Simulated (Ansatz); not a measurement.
CH3 (SMILES [CH3-]), charge -1, singlet, geometry from GFN2-xTB (a gas-phase anion, which may not be bound at this level); BHLYP/def2-TZVP (Ansatz, an electronic-structure program).

Input for Ansatz:
Ansatz 0.2 input:
```yaml
crystal:
  periodic: [false, false, false]
  atoms:
    - {symbol: C, position_ang: [0.09443537, 0.09844229, 0.10070566]}
    - {symbol: H, position_ang: [-0.62720871, -0.62142525, 0.62463322]}
    - {symbol: H, position_ang: [0.66399153, -0.60849894, -0.59880803]}
    - {symbol: H, position_ang: [-0.60339501, 0.63927042, -0.63005917]}
basis:
  gaussian:
    orbitals: def2-TZVP
hamiltonian:
  xc: {name: BHLYP}
total_charge: -1
```

Output, abridged:

```
Functional definition: BHLYP
353 factors; their error is unknown
mean field evaluation 1: about -1082.7944 eV, gradient 9.9e0 eV
mean field evaluation 2: about -1082.9083 eV, gradient 8.9e0 eV
mean field evaluation 4: about -1083.1156 eV, gradient 2.0e-1 eV
mean field evaluation 8: about -1083.1179 eV, gradient 4.4e-3 eV
mean field -1083.11788106 eV, -39.8038479654 hartree, gradient 4.9e-5 eV, S^2 0.000000; 0 other end points of the search recorded, 0 dependent functions left out
reference -1083.11799633 eV, -39.8038522013 hartree; 5, 5 occupied and 44, 44 virtual orbitals, 353 factors
Total energy: -1083.11799633 eV, -39.8038522013 hartree
```
